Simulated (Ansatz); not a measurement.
Total energies of Cl2FHSn (`[F][SnH]([Cl])[Cl]`).

Cartesian coordinates in Å:
```
F 0.766 -1.711 0.185
Sn -0.075 -0.006 0.138
Cl 1.627 1.511 -0.095
Cl -1.337 0.002 -1.776
H -0.982 0.205 1.548
```

Total charge 0; spin multiplicity 1. Correlated methods include outer-core shells of Sn, which these sets cover unevenly. Sn takes the def2 core potential. All single points use the PBE0-D4/def2-TZVP geometry. Basis def2-TZVPP, Ansatz.

RPA on PBE orbitals: Hartree–Fock energy of these orbitals -1232.50265 Eh, correlation -1.43394 Eh (frozen core).

```json
{"functional": "LDA (SPW92)", "energy without D4 (Eh)": "-1231.38596", "D4 term (kJ/mol)": "–"}
{"functional": "revPBE", "energy without D4 (Eh)": "-1235.17572", "D4 term (kJ/mol)": "-31.8"}
{"functional": "r2SCAN", "energy without D4 (Eh)": "-1235.31863", "D4 term (kJ/mol)": "-3.1"}
{"functional": "B97M-V", "energy without D4 (Eh)": "-1235.06877", "D4 term (kJ/mol)": "–"}
{"functional": "r2SCANh", "energy without D4 (Eh)": "-1235.29785", "D4 term (kJ/mol)": "-3.4"}
{"functional": "BHLYP", "energy without D4 (Eh)": "-1235.22936", "D4 term (kJ/mol)": "-21.4"}
{"functional": "CAM-B3LYP", "energy without D4 (Eh)": "-1235.32640", "D4 term (kJ/mol)": "-12.5"}
{"functional": "ωB97X-V", "energy without D4 (Eh)": "-1235.14876", "D4 term (kJ/mol)": "–"}
{"functional": "ωB97M-V", "energy without D4 (Eh)": "-1235.22067", "D4 term (kJ/mol)": "–"}
{"functional": "PBE-QIDH", "energy without D4 (Eh)": "-1234.57133", "D4 term (kJ/mol)": "–"}
```

Question: Give the same for PBE, BLYP, PBE0, B3LYP, r2SCAN0, HSE06 (plane-wave form), LC-ωPBE, B2PLYP. (Best estimate.)

Answer: Computed: 
| functional | energy without D4 (Eh) | D4 term (kJ/mol) |
| --- | --- | --- |
| PBE | -1234.86218 | -13.9 |
| BLYP | -1235.26842 | -29.1 |
| PBE0 | -1234.94385 | -12.0 |
| B3LYP | -1235.43678 | -22.9 |
| r2SCAN0 | -1235.26806 | -3.9 |
| HSE06 (plane-wave form) | -1234.92296 | -11.4 |
| LC-ωPBE | -1235.06780 | – |
| B2PLYP | -1234.81631 | – |

B3LYP takes the VWN-RPA correlation (the form of Gaussian; ORCA's B3LYP/G). HSE06 is the plane-wave form, built on full-range PBE exchange. The double hybrids freeze the cores in their second-order part.

LC-ωPBE has ω = 0.4 bohr⁻¹.
